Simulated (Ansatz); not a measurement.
Input and output for `FC(F)C(F)(F)F`.

```yaml
crystal:
  periodic: [false, false, false]
  atoms:
    - {symbol: F, position_ang: [1.126698, -0.597477, 1.269686]}
    - {symbol: C, position_ang: [0.245594, -0.742823, 0.250350]}
    - {symbol: F, position_ang: [-0.851025, -1.294296, 0.786719]}
    - {symbol: C, position_ang: [-0.158634, 0.681473, -0.311519]}
    - {symbol: F, position_ang: [0.906554, 1.236617, -0.796182]}
    - {symbol: F, position_ang: [-0.643022, 1.408130, 0.633954]}
    - {symbol: F, position_ang: [-1.039408, 0.540162, -1.290140]}
    - {symbol: H, position_ang: [0.594570, -1.384447, -0.586273]}
basis:
  gaussian: {orbitals: ANO-RCC-VTZP, point_charges: [{charge: 1.00, position_ang: [5.712, -0.166, 0.894]}]}
hamiltonian: {xc: {name: wB97X-V}}
output: {forces: true}
```

```sh
$ ansatz run in.yaml --threads 4 --pin off --events-out ev --progress --plain --max-ram 10444MiB
```

It prints (some lines left out):

```
Functional definition: wB97X-V
1554 factors; their error is unknown
322 factors; integrals over basis functions are off by at most 4.1e-6 eV
mean field evaluation 1: about -15686.0768 eV, gradient 5.1e1 eV
mean field evaluation 2: about -15685.9342 eV, gradient 5.6e1 eV
mean field evaluation 4: about -15689.7860 eV, gradient 1.2e0 eV
mean field evaluation 8: about -15689.8122 eV, gradient 4.1e-2 eV
mean field -15689.81220839 eV, -576.5899637218 hartree, gradient 4.9e-5 eV, S^2 0.000000; 0 other end points of the search recorded, 0 dependent functions left out
reference -15689.81220521 eV, -576.5899636049 hartree; 29, 29 occupied and 195, 195 virtual orbitals, 1554 factors
Total energy: -15689.81220521 eV, -576.5899636049 hartree
Relativity: scalar
Atom 0 at     1.126698    -0.597477     1.269686 Å, force     0.550437     0.038301    -0.476987 eV/Å
Atom 1 at     0.245594    -0.742823     0.250350 Å, force    -1.140905     0.533244    -0.620829 eV/Å
Atom 2 at    -0.851025    -1.294296     0.786719 Å, force    -0.297547    -0.233715    -0.045461 eV/Å
Atom 3 at    -0.158634     0.681473    -0.311519 Å, force    -0.051015    -2.920437     0.343157 eV/Å
Atom 4 at     0.906554     1.236617    -0.796182 Å, force     2.014367     1.199073    -0.913487 eV/Å
Atom 5 at    -0.643022     1.408130     0.633954 Å, force    -0.882370     1.241268     1.334827 eV/Å
Atom 6 at    -1.039408     0.540162    -1.290140 Å, force    -0.464075    -0.104351    -0.282662 eV/Å
Atom 7 at     0.594570    -1.384447    -0.586273 Å, force     0.300004     0.231763     0.635277 eV/Å
Dipole moment:    -0.011077    -0.153434    -0.258137 e Å
```

Hardware: 4 threads of an Arm Neoverse V1 on a shared host. Wall time 15 s, peak host memory 1 GiB.
